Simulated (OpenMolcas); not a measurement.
# Ne4+: effect of the active space

| Quantity | Value |
| --- | --- |
| Program | OpenMolcas 26.06 |
| Method | SS-CASPT2 or its RAS form, IPEA 0.25 Eh, imaginary shift 0.1 Eh |
| Basis | ANO-RCC-VTZP |
| Scalar Hamiltonian | DKH2, point nucleus |
| Spin-orbit coupling | state interaction with AMFI integrals over the reference wave functions, term energies averaged over their components |

A. 2 electrons in 3 orbitals (2p); 2S+1 = 3 even, 3 roots; 2S+1 = 1 even, 6 roots; closed shells correlated: 1s 2s; CASPT2 step of the order of 0.9 core-seconds
B. 4 electrons in 4 orbitals (2s 2p); 2S+1 = 3 even, 3 roots; 2S+1 = 1 even, 6 roots; 2S+1 = 5 odd, 1 root; 2S+1 = 3 odd, 9 roots; 2S+1 = 1 odd, 8 roots; closed shells correlated: 1s; CASPT2 step of the order of 2.1 core-seconds
C. 4 electrons in 8 orbitals (2s 2p 3s 3p); 2S+1 = 3 even, 3 roots; 2S+1 = 1 even, 6 roots; 2S+1 = 5 odd, 1 root; 2S+1 = 3 odd, 9 roots; 2S+1 = 1 odd, 8 roots; closed shells correlated: 1s; CASPT2 step about 6 core-seconds
D. 4 electrons in 9 orbitals (RAS2 2s 2p; RAS3 3d, at most 2 electrons); 2S+1 = 3 even, 3 roots; 2S+1 = 1 even, 6 roots; 2S+1 = 5 odd, 1 root; 2S+1 = 3 odd, 9 roots; 2S+1 = 1 odd, 8 roots; closed shells correlated: 1s; CASPT2 step roughly 11 core-seconds

Energies in cm-1 above 2s2 2p2 3P0, the measured ground level; measured values from NIST levels in Podobedova, Fuhr, Reader and Wiese, J. Phys. Chem. Ref. Data 33, 525 (2004).

```tsv
Level	A	B	C	D	Measured
2s2 2p2 3P0	0.0	0.0	0.0	0.0	0.0
2s2 2p2 3P1	412	400	401	399	412
2s2 2p2 3P2	1191	1152	1156	1150	1110
2s2 2p2 1D2	30880	30680	30860	30940	30292
2s2 2p2 1S0	68940	63820	64050	64800	63914
```

Deviations, from unrounded energies. A percentage is the sum of absolute deviations over the sum of measured energies, with the sign that they share, or ± where signs differ.

| Against measurement | Levels | A | B | C | D |
| --- | --- | --- | --- | --- | --- |
| mean absolute deviation (cm-1) | 4 | 1400 | 130 | 190 | 400 |
| fine structure of the ground term (%) | 2 | ±5.3 | ±3.6 | ±3.8 | ±3.5 |
| other terms of the ground configuration (%) | 2 | +6.0 | ±0.5 | +0.8 | +1.6 |

B lies closest to measurement on these levels and A furthest from it. The largest miss of B in the table is 2s2 2p2 1D2, by +390 cm-1. The ranking rests on the paired levels alone, and a cruder setting can come out closer through cancelling errors.

Among A to D the level of the table that moves most is 2s2 2p2 1S0, by 5100 cm-1 (lowest in B, highest in A). Moves below CASPT2's spread within the term are not significant.

Term energies are means over components that CASPT2 splits; among the terms shown or strongly mixed into the levels shown the widest spread is 72 cm-1 (2s2 2p2 1D, A). With the s shell closed, the reference lacks s² → p² mixing (holds for A). Active for correlation alone: 3p 3s; no level in the range computed is led by a configuration that fills them, so any true level of that kind is missing (holds for C). Active for correlation alone: 3d; no level in the range computed is led by a configuration that fills it, so any true level of that kind is missing (holds for D). Computed and measured levels are paired by configuration, term and J; levels that our copy of the source lacks, or whose pairing is in doubt (as where it misses far off the trend of its configuration), stay unpaired and out of the deviations. Only configurations of the active space appear. The table leaves out levels that lie high or whose names do not pair safely across all columns.
